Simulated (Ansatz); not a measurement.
Cost and result for the atomization energy of `ClC1=CB1` (6 atoms, 6 bonds).

The species carries charge 0 and has multiplicity 1. Geometry: relaxed with PBE0-D4/def2-TZVP. Program: Ansatz. All runs use 2 threads of an Arm Neoverse V2 on a shared host. Times are those of one run each, without the atoms' runs, and a repeat can differ threefold. Electronic energies, without spin–orbit coupling; frozen cores. CCSD(T)/CBS adds CCSD(T) − MP2 in def2-TZVPP to the MP2 limit, and its time is that of the two runs behind it. T1 = 0.011. HSE06 is the plane-wave form, built on full-range PBE exchange.

CCSD(T)/CBS is a level of theory with its own doubt, some kJ/mol a heavy atom from the limit and from the frozen cores, so smaller differences don't rank the functionals.

| level | functions | wall time |
| --- | --- | --- |
| CCSD(T)/def2-SVP | 70 | 0.7 s |
| revPBE-D4/def2-TZVPP | 163 | 1.4 s |
| BHLYP-D4/def2-TZVPP | 163 | 1.7 s |
| PBE0-D4/def2-TZVPP | 163 | 1.8 s |
| HSE06-D4/def2-TZVPP | 163 | 1.9 s |
| r2SCAN-D4/def2-TZVPP (with forces) | 163 | 3.2 s |
| r2SCANh-D4/def2-TZVPP | 163 | 3.2 s |
| ωB97X-V/def2-TZVPP | 163 | 4.8 s |
| B97M-V/def2-TZVPP | 163 | 6 s |
| ωB97M-V/def2-TZVPP (with forces) | 163 | 6.5 s |
| MP2/def2-QZVPP | 301 | 7.5 s |
| CCSD(T)/def2-TZVPP | 163 | 8 s |
| CCSD(T)/CBS(def2) | – | 16 s |

Problem. What atomization energy does each give, and how far from CCSD(T)/CBS? (An estimate is asked.)

Solution. The calculation gave: 
| level | atomization (kcal/mol) | difference from CCSD(T)/CBS | per bond |
| --- | --- | --- | --- |
| CCSD(T)/def2-SVP | 549.7 | -23.6 | -3.9 |
| revPBE-D4/def2-TZVPP | 587.2 | 13.9 | 2.3 |
| BHLYP-D4/def2-TZVPP | 559.2 | -14.1 | -2.4 |
| PBE0-D4/def2-TZVPP | 591.7 | 18.4 | 3.1 |
| HSE06-D4/def2-TZVPP | 592.3 | 19.0 | 3.2 |
| r2SCAN-D4/def2-TZVPP (with forces) | 587.5 | 14.2 | 2.4 |
| r2SCANh-D4/def2-TZVPP | 583.0 | 9.7 | 1.6 |
| ωB97X-V/def2-TZVPP | 580.2 | 6.9 | 1.1 |
| B97M-V/def2-TZVPP | 587.7 | 14.4 | 2.4 |
| ωB97M-V/def2-TZVPP (with forces) | 583.3 | 10.0 | 1.7 |
| MP2/def2-QZVPP | 589.5 | 16.2 | 2.7 |
| CCSD(T)/def2-TZVPP | 558.3 | -15.0 | -2.5 |
| CCSD(T)/CBS(def2) | 573.3 | 0.0 | 0.0 |

The D4 term adds +4.4 kcal/mol with B3LYP and +2.2 kcal/mol with PBE0; it sums over pairs of atoms, weighted by their polarisabilities, and B3LYP, whose exchange is more repulsive, gets the larger term. In def2-TZVPP, CCSD(T) changes the Hartree–Fock value by +133.5 kcal/mol (the triples alone add +12.2 kcal/mol) and MP2 by +155.9 kcal/mol; breaking electron pairs costs correlation energy, which Hartree–Fock lacks. From PBE to PBE0 (25 % exact exchange), in def2-TZVPP and without D4, the atomization energy moves by −12.8 kcal/mol: exact exchange takes away binding that semilocal exchange gives to molecules.

B3LYP here is the variant with VWN-RPA as its local correlation; programs differ in this.
